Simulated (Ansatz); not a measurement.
Geometry optimisation, Ansatz, RKS PBE0/def2-SVP.

Input file:

```yaml
crystal:
  periodic: [false, false, false]
  atoms:
    - { symbol: C, position_ang: [-1.597, 0.588, 1.5405] }
    - { symbol: C, position_ang: [-0.7032, 1.1002, 0.7045] }
    - { symbol: Si, position_ang: [0.9214, 0.3493, 0.386] }
    - { symbol: C, position_ang: [2.36754, 1.20817, 1.18862] }
    - { symbol: "N", position_ang: [2.14637, 1.43651, 2.6687] }
    - { symbol: H, position_ang: [-1.5155, -0.2574, 2.1133] }
    - { symbol: H, position_ang: [-2.5629, 1.1613, 1.6456] }
    - { symbol: H, position_ang: [-0.8358, 2.0334, 0.1396] }
    - { symbol: H, position_ang: [0.88067, -1.06982, 0.84812] }
    - { symbol: H, position_ang: [1.16154, 0.275, -1.12598] }
    - { symbol: H, position_ang: [3.26346, 0.75657, 1.02196] }
    - { symbol: H, position_ang: [2.42594, 2.24516, 0.73221] }
    - { symbol: H, position_ang: [1.22129, 1.95752, 2.86709] }
    - { symbol: H, position_ang: [2.01309, 0.54021, 3.1002] }
basis:
  gaussian: { orbitals: def2-SVP }
hamiltonian:
  xc: pbe0
relax:
  f_tol: 0.015
  max_steps: 40
output:
  orbitals: {}
```

Launched with:

```bash
$ ansatz run input.yaml --threads 2 --pin off --max-ram 3072MiB --backend cpu --events-out ev --progress --plain --runs-dir out
```

Task: Where does it end, and by what steps?

Result: It converged. After 9 steps the energy has fallen by 0.608 eV; H14 moved furthest, 0.17 Å.

| step | energy less start (eV) | largest force component (eV/Å) | accepted |
| --- | --- | --- | --- |
| 0 | 0.0000 | 3.754 | yes |
| 1 | -0.5224 | 1.029 | yes |
| 2 | -0.5247 | 0.910 | yes |
| 3 | -0.5815 | 0.213 | yes |
| 4 | -0.5693 | 0.485 | no |
| 5 | -0.6032 | 0.073 | yes |
| 6 | -0.6056 | 0.092 | yes |
| 7 | -0.6078 | 0.060 | yes |
| 8 | -0.6083 | 0.019 | yes |
| 9 | -0.6084 | 0.013 | yes |

```xyz
14
Properties=species:S:1:pos:R:3
C -1.653 0.661 1.488
C -0.713 1.135 0.660
Si 0.936 0.296 0.361
C 2.321 1.285 1.215
N 2.160 1.430 2.658
H -1.526 -0.290 2.018
H -2.595 1.191 1.668
H -0.913 2.092 0.156
H 0.868 -1.069 0.977
H 1.187 0.161 -1.112
H 3.295 0.810 1.004
H 2.393 2.287 0.755
H 1.243 1.820 2.874
H 2.184 0.517 3.110
```

Whether the end is a true minimum wasn't checked by a vibrational analysis.

Run time: 32 s on 2 threads of Arm Neoverse V2, on a shared host, peak memory 0.28 GiB.
